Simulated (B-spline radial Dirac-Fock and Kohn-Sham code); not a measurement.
**Dipole and non-dipole photoemission parameters of Cl 3p1/2**

System: neutral chlorine, configuration [Ne] 3s2 3p5; threshold 11.85 eV (orbital energy of the model). Calculated with a radial atomic solver, using Dirac-Hartree-Slater photoionisation with a Latter tail; cross sections with all multipoles, angular parameters from the dipole term and its interference with E2.

The run's input, task.json:

```json
{"items": [{
  "Z": 17,
  "q": 0,
  "cfg": [[1, 0, 2], [2, 0, 2], [2, 1, 6], [3, 0, 2], [3, 1, 5]],
  "A": 35,
  "rrms": 3.3654,
  "do": "xps",
  "hv": [69.0, 83.7, 89.0, 99.0, 99.3, 105.0, 192.0, 200, 294.0, 400, 600, 627.0, 800, 1253.6, 2100.0, 2160.0, 2190.0, 2420.0, 2480.0, 2730.0, 3400.0, 3570.0, 4000, 5414.7, 5920.0, 6600.0, 8560.0, 11900.0, 13600.0, 15000],
  "edges": {"K": 2822.0, "L1": 270.0, "L2": 202.0, "L3": 200.0}
}]}
```

Command: `python xray2_run.py task.json out`

For linearly polarised light dσ/dΩ = σ/(4π) [1 + β P₂(cos θ) + (δ + γ cos²θ) sin θ cos φ], with θ from the polarisation vector and φ the angle between the beam and the projection of the electron momentum on the plane normal to the polarisation.

| hν (eV) | σ (kb) | β | γ | δ |
| --- | --- | --- | --- | --- |
| 69 | 302 | 1.053 | 0.014 | -0.008 |
| 83.7 | 286 | 1.279 | -0.011 | -0.004 |
| 89 | 274 | 1.332 | -0.016 | -0.003 |
| 99 | 250 | 1.407 | -0.020 | -0.002 |
| 99.3 | 250 | 1.409 | -0.021 | -0.002 |
| 105 | 236 | 1.442 | -0.022 | -0.001 |
| 192 | 97.2 | 1.612 | 0.015 | 0.005 |
| 200 | 90.2 | 1.615 | 0.020 | 0.005 |
| 294 | 42.0 | 1.613 | 0.084 | 0.007 |
| 400 | 21.2 | 1.576 | 0.154 | 0.010 |
| 600 | 7.93 | 1.487 | 0.266 | 0.016 |
| 627 | 7.09 | 1.475 | 0.279 | 0.017 |
| 800 | 3.75 | 1.401 | 0.355 | 0.023 |
| 1253.6 | 1.07 | 1.237 | 0.507 | 0.038 |
| 2100 | 0.223 | 1.014 | 0.683 | 0.070 |
| 2160 | 0.204 | 1.001 | 0.692 | 0.072 |
| 2190 | 0.195 | 0.995 | 0.697 | 0.073 |
| 2420 | ? | ? | ? | ? |
| 2480 | 0.131 | 0.938 | 0.735 | 0.084 |
| 2730 | 0.0963 | 0.895 | 0.764 | 0.093 |
| 3400 | 0.0468 | 0.796 | 0.827 | 0.117 |
| 3570 | 0.0397 | 0.775 | 0.841 | 0.123 |
| 4000 | 0.0271 | 0.725 | 0.874 | 0.137 |
| 5414.7 | 0.00959 | 0.600 | 0.965 | 0.179 |
| 5920 | 0.00702 | 0.565 | 0.992 | 0.194 |
| 6600 | 0.00477 | 0.523 | 1.024 | 0.213 |
| 8560 | 0.00187 | 0.431 | 1.098 | 0.262 |
| 11900 | 0.000556 | 0.334 | 1.193 | 0.335 |
| 13600 | 0.000338 | 0.300 | 1.239 | 0.367 |
| 15000 | 0.000234 | 0.276 | 1.276 | 0.392 |

Task: Give the values at 2420 eV.

Result: σ = 0.142 kb, β = 0.949, γ = 0.727, δ = 0.082.
